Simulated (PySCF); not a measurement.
Species: neo-PeOEt, C7H16O.
Bonds: C1–C2, C2–O3, O3–C4, C4–C5, C5–C6, C5–C7, C5–C8. Hydrogens: H9, H10, H11 on C1; H12, H13 on C2; H14, H15 on C4; H16, H17, H18 on C6; H19, H20, H21 on C7; H22, H23, H24 on C8.

The same species was optimised twice, with GFN2-xTB and with PBE0-D3(BJ)/def2-SVP (PySCF), and the same property calculations (PySCF, gas phase) were run on both structures.

```csv
coordinate,GFN2-xTB,PBE0-D3(BJ)/def2-SVP,change
O3–C4 (Å),1.410,1.398,-0.012
C1–C2 (Å),1.529,1.518,-0.011
C4–C5 (Å),1.537,1.529,-0.008
C2–O3 (Å),1.406,1.400,-0.006
C5–C6 (Å),1.530,1.528,-0.002
C5–C8 (Å),1.529,1.530,+0.001
C5–C7 (Å),1.529,1.529,0.000
C2–O3–C4 (°),114.7,115.6,+0.9
C4–C5–C6 (°),108.8,108.1,-0.7
C1–C2–O3 (°),114.2,113.9,-0.3
C6–C5–C7 (°),109.8,110.1,+0.3
C4–C5–C8 (°),109.1,109.3,+0.2
O3–C4–C5 (°),109.7,109.9,+0.2
C7–C5–C8 (°),109.8,109.9,+0.1
C6–C5–C8 (°),109.9,110.0,+0.1
C1–C2–O3–C4 (°),72,74,+2
C2–O3–C4–C5 (°),172,173,+1
O3–C4–C5–C6 (°),180,180,0
```

Rotational constants: A = 3624, B = 1042, C = 1008 MHz (GFN2-xTB) against A = 3608, B = 1047, C = 1013 MHz (PBE0-D3(BJ)/def2-SVP). Point groups within 0.08 Å: C1 and C1.

On the GFN2-xTB structure: HOMO (eV) -7.27 [PBE0/pcSseg-1]; LUMO (eV) 1.40 [PBE0/pcSseg-1]; dipole (D) 1.19 [PBE0/pcSseg-1]; GIAO shielding of C1 (ppm) 171.0 [PBE0/pcSseg-1]; GIAO shielding of C2 (ppm) 116.8 [PBE0/pcSseg-1]; GIAO shielding of O3 (ppm) 284.3 [PBE0/pcSseg-1]; GIAO shielding of C4 (ppm) 104.4 [PBE0/pcSseg-1]; GIAO shielding of C5 (ppm) 152.2 [PBE0/pcSseg-1]; GIAO shielding of C6/C7/C8 (mean) (ppm) 158.6 [PBE0/pcSseg-1].

Task: What do these properties become on the PBE0-D3(BJ)/def2-SVP structure?

Result: 
```json
{"property": "HOMO (eV)", "level": "PBE0/pcSseg-1", "on GFN2-xTB": "-7.27", "on PBE0-D3(BJ)/def2-SVP": "-7.29", "change": "-0.02"}
{"property": "LUMO (eV)", "level": "PBE0/pcSseg-1", "on GFN2-xTB": "1.40", "on PBE0-D3(BJ)/def2-SVP": "1.36", "change": "-0.04"}
{"property": "dipole (D)", "level": "PBE0/pcSseg-1", "on GFN2-xTB": "1.19", "on PBE0-D3(BJ)/def2-SVP": "1.15", "change": "-0.04"}
{"property": "energy, GFN2-xTB geometry as zero (kcal/mol)", "level": "PBE0/pcSseg-1", "on GFN2-xTB": "0.0", "on PBE0-D3(BJ)/def2-SVP": "-0.5", "change": "-0.5"}
{"property": "GIAO shielding of C1 (ppm)", "level": "PBE0/pcSseg-1", "on GFN2-xTB": "171.0", "on PBE0-D3(BJ)/def2-SVP": "169.6", "change": "-1.4"}
{"property": "GIAO shielding of C2 (ppm)", "level": "PBE0/pcSseg-1", "on GFN2-xTB": "116.8", "on PBE0-D3(BJ)/def2-SVP": "117.1", "change": "+0.3"}
{"property": "GIAO shielding of O3 (ppm)", "level": "PBE0/pcSseg-1", "on GFN2-xTB": "284.3", "on PBE0-D3(BJ)/def2-SVP": "286.1", "change": "+1.8"}
{"property": "GIAO shielding of C4 (ppm)", "level": "PBE0/pcSseg-1", "on GFN2-xTB": "104.4", "on PBE0-D3(BJ)/def2-SVP": "104.5", "change": "+0.1"}
{"property": "GIAO shielding of C5 (ppm)", "level": "PBE0/pcSseg-1", "on GFN2-xTB": "152.2", "on PBE0-D3(BJ)/def2-SVP": "152.5", "change": "+0.3"}
{"property": "GIAO shielding of C6/C7/C8 (mean) (ppm)", "level": "PBE0/pcSseg-1", "on GFN2-xTB": "158.6", "on PBE0-D3(BJ)/def2-SVP": "156.3", "change": "-2.3"}
```

The heavy atoms differ by 0.021 Å rms after alignment. Among bonds between heavy atoms C1–C2 and O3–C4 change most and about equally (-0.012 to -0.011 Å). Changes are differences of the printed values. Neither structure is proved a minimum here.

Conformer computed: `[CH3:1][CH2:2][O:3][CH2:4][C:5]([CH3:6])([CH3:7])[CH3:8]`: C1–C2–O3–C4 74°, C2–O3–C4–C5 173°, O3–C4–C5–C6 180°.
